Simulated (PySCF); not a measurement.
Species: C5H7Cl2Ga2N.
Structure used (PBE0-D3(BJ)/def2-SVP), in Å, numbered top down from 1:
```
atom  x, y, z in Å
C1    -1.8947    1.5468    0.1949
C2    -0.6622    0.9055    0.0789
C3    -0.6241   -0.4879   -0.0576
Ga4    1.0497   -1.4839   -0.2343
Cl5    2.4720   -0.7462    1.5270
Ga6    3.5563    0.7544    0.0438
Cl7    2.3983   -0.2558   -1.7622
C8    -1.8557   -1.1542   -0.0686
C9    -3.0348   -0.4164    0.0576
N10   -3.0616    0.9061    0.1861
H11   -1.9386    2.6374    0.2997
H12    0.2536    1.5029    0.0926
H13    1.3288   -2.9959   -0.4496
H14    5.0356    0.2953   -0.0602
H15    2.8708    2.1344    0.2576
H16   -1.9168   -2.2417   -0.1718
H17   -4.0053   -0.9270    0.0529
```

Computed with PySCF 2.14.0, density-fitted response routines, TDDFT CAM-B3LYP/def2-SVPD, vertical, gas phase, core orbitals frozen in the response. The CAM-B3LYP/def2-SVPD calculation is non-relativistic and has no spin–orbit coupling, an omission that weighs most on gallium.

Ground-to-excited transition dipoles (e·a0, same axes as the geometry; the sign carries no meaning), for the states with f of 0.002 or more among the lowest 9:

| state | E (eV) | μx | μy | μz |
| --- | --- | --- | --- | --- |
| S1 | 4.652 | -0.013 | 0.016 | -0.208 |
| S3 | 5.315 | 0.333 | 0.456 | 0.029 |
| S4 | 6.176 | -0.465 | 0.142 | 0.022 |
| S7 | 6.850 | -1.786 | 0.768 | 0.132 |
| S8 | 6.892 | 0.347 | -0.502 | -0.062 |
| S9 | 6.950 | 0.151 | 0.206 | 0.023 |

(1) What oscillator strength does each state have?

(2) What angle do the transition dipoles of S3 and S9 make?

(3) What peak molar absorption coefficient would the strongest computed level give as a lone Gaussian band 0.5 eV wide at half height?

## Answers

(1) f = (2/3) ΔE |μ|² with ΔE in hartree (27.2114 eV).

```json
{"state": "S1", "|μ|² (au)": "0.044", "|μ| (D)": "0.53", "f": "0.005"}
{"state": "S3", "|μ|² (au)": "0.319", "|μ| (D)": "1.44", "f": "0.042"}
{"state": "S4", "|μ|² (au)": "0.237", "|μ| (D)": "1.24", "f": "0.036"}
{"state": "S7", "|μ|² (au)": "3.798", "|μ| (D)": "4.95", "f": "0.637"}
{"state": "S8", "|μ|² (au)": "0.377", "|μ| (D)": "1.56", "f": "0.064"}
{"state": "S9", "|μ|² (au)": "0.066", "|μ| (D)": "0.65", "f": "0.011"}
```

(2) |cos θ| = |μa·μb| / (|μa| |μb|) = 1.00, so θ ≈ 2° (taken between 0 and 90°, since the signs are arbitrary).

(3) ε(max) = 2.175×10⁸ f / FWHM, with the width in cm⁻¹. S7: 2.175×10⁸ × 0.6374 / 4033 ≈ 34000 L mol⁻¹ cm⁻¹.

All these states lie below the vertical ionisation energy of 9.42 eV (ΔSCF).

The run took 14 min on an Arm Neoverse V2 with one thread, no GPU, on a shared host, and the process peaked at 1.8 GiB of memory.

One conformer stands for the species.
